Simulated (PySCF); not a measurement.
## Correlation energy of S⁺ (sulfur, charge +1)

[Ne] 3s2 3p3, high-spin 4S determinant. All numbers are calculated (PySCF 2.14, no relativity, point nucleus, in aug-cc-pV(T+d)Z with one added diffuse shell each of s, p, d, f type (7s6p5d3f, 71 functions)). Frozen: [Ne]; 5 electrons correlated.

| level | correlation energy (mhartree) |
| --- | --- |
| CCSD | -110.30 |
| (T) | -3.66 |
| CCSD(T) | -113.96 |

Diagnostics: T1 = 0.0035, D1 = 0.0090, largest double amplitude 0.042.

Q: Is a single reference adequate?

A: Yes: T1 lies below 0.03 and no double amplitude reaches 0.07.
